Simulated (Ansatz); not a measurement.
CH₄ClFSi₂, SMILES `F[Si]1(Cl)C[SiH2]1`. Charge 0, multiplicity 1.

```
atom    x (Å)    y (Å)    z (Å)
  F1  -0.4402  -0.9396  -2.2564
 Si2   0.4014  -0.5196  -0.9739
 Cl3   2.2306  -1.4059  -1.0858
  C4  -0.4678  -0.5848   0.6565
 Si5  -0.0259   1.2695   0.2885
  H6   0.0173  -1.0607   1.5069
  H7  -1.5368  -0.8004   0.6409
  H8  -1.1872   2.1630   0.0658
  H9   1.0085   1.8784   1.1574
```

(1) Give the diagnostics of a CCSD(T)/def2-TZVPP run (frozen core, Ansatz). (Estimate.)

Answers

(1) Computed: T1 = 0.0120, largest single amplitude 0.014, largest double 0.035, (T) share of the correlation energy 3.9 %, 10 CCSD cycles. The RHF solution is stable towards an unrestricted one. T1 lies under the customary mark of 0.02 for closed shells.
